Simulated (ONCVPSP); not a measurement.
**hydrogen: one change to an ONCV potential, before and after**

* Element: hydrogen
* Generator: ONCVPSP 4.0.1
* Type: optimised norm-conserving Vanderbilt (ONCV)
* Functional: PBE
* Relativity: non-relativistic
* Frozen core: none
* Valence charge: 1
* Reference configuration: 1s1
* Partial waves: 1s: rc 1.20 bohr, ncon 3, nbas 6, qcut 5.9 1/bohr, 2 projectors, debl 1.4 Ha; p scattering state at 0.09 Ha: rc 1.00 bohr, ncon 4, nbas 9, qcut 7.3 1/bohr, 2 projectors, debl 2.1 Ha
* Local potential: polynomial inside 0.75 bohr (lpopt 3, dvloc0 0 Ha)
* Core correction: none

All-electron outer shells of the reference configuration (PBE, non-relativistic, ld1.x):

```
shell  level (eV)  outermost node (bohr)  outermost maximum (bohr)
   1s       -6.49                      –                      1.03
```

Change: s: ncon 4, nbas 7.

Cutoffs: the cutoffs (Ha) at which the residual kinetic energy of the hardest occupied pseudo-wave falls to 1 and 0.1 mHa per electron; they do not see the model core or the augmentation charge, which bear on the density cutoff. Errors are all-electron minus pseudo energies relative to the spin-unpolarised reference configuration.

Question: How do hardness, ghosts and transferability respond?

Answer: The potential gets harder (13 Ha and 18 Ha → 14 Ha and 32 Ha); neither file shows a bound ghost.

```tsv
quantity	base	changed
cutoff, loose	13 Ha	14 Ha
cutoff, tight	18 Ha	32 Ha
bound ghosts	none	none
GHOST(+) flags under 300 eV	none	none
error for 1s0.5, meV [ΔE 4.76 eV]	+2.9	+2.4
s: phases at 1.22 bohr within 0.05 rad from the reference energy up to (Ha; the scan ends near 5)	to the end of the scan	to the end of the scan
p: phases at 1.01 bohr within 0.05 rad from the reference energy up to (Ha; the scan ends near 5)	to the end of the scan	to the end of the scan
```
